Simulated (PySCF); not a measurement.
Spectrum to structure. Method: TDDFT wB97X-D/def2-SVPD, vertical, gas phase, core orbitals frozen in the response, def2 core potentials past Kr in PySCF. Geometries: PBE0-D3(BJ)/def2-SVP, one conformer each. Atoms past krypton carry core potentials; spin–orbit coupling is left out.

```
state  ν̃ (cm⁻¹)       f   main configurations (H = HOMO, L = LUMO)
   S1      43180   0.024                   H→L+2 (54%), H→L+1 (27%)
   S2      46300   0.039          H→L (76%), H→L+1 (9%), H→L+4 (9%)
   S3      47760  0.0058                   H→L+1 (56%), H→L+2 (34%)
   S4      52380  0.0056                   H→L+3 (79%), H→L+4 (12%)
   S5      53850   0.039                                H→L+5 (81%)
   S6      56690  0.0052                   H→L+6 (41%), H→L+4 (30%)
   S7      57850  0.0032       H→L+6 (44%), H→L+4 (26%), H→L+5 (9%)
   S8      60780   0.055                                H→L+7 (84%)
   S9      61940  0.0031     H→L+8 (38%), H→L+12 (24%), H→L+9 (15%)
  S10      63090   0.012  H-1→L+1 (36%), H-1→L (20%), H-1→L+2 (16%)
```

Triplets computed (Tamm–Dancoff): 4.87, 5.64, 5.82, 6.36 eV.

Question: Which candidate is it?
A. `CCCNC(C)=O`
B. `[H][Sn]([H])([CH3])[N](C)CC`
C. `CCC(=O)N(C)C`
D. `CC(C)(C)C(N)=O`

Answer: B. Its S1, at 5.35 eV, is the lowest among the candidates; the nearest of the others has S1 at 5.70 eV. S1 is HOMO→LUMO+2 (54%), HOMO→LUMO+1 (27%). Löwdin shares by element: HOMO nitrogen 57%, carbon 23% or more (atoms not listed hold the other 20%); LUMO tin 55%, hydrogen 18% or more, carbon 7% or more (atoms not listed hold the other 20%). At the same level the other candidates give, for their lowest levels:
- `CC(C)(C)C(N)=O`: 5.70 eV (f 0.001); 7.27 eV (f 0.011); 7.42 eV (f 0.013); 7.73 eV (f 0.154); 8.37 eV (f 0.035); T1 5.25 eV; HOMO -9.16, LUMO 2.04 eV
- `CCCNC(C)=O`: 5.82 eV (f 0.001); 6.99 eV (f 0.010); 7.29 eV (f 0.161); 7.42 eV (f 0.061); 8.16 eV (f 0.021); T1 5.37 eV; HOMO -9.21, LUMO 2.07 eV
- `CCC(=O)N(C)C`: 5.86 eV (f 0.000); 6.65 eV (f 0.026); 7.07 eV (f 0.237); 7.28 eV (f 0.019); 7.81 eV (f 0.003); T1 5.28 eV; HOMO -8.77, LUMO 2.04 eV
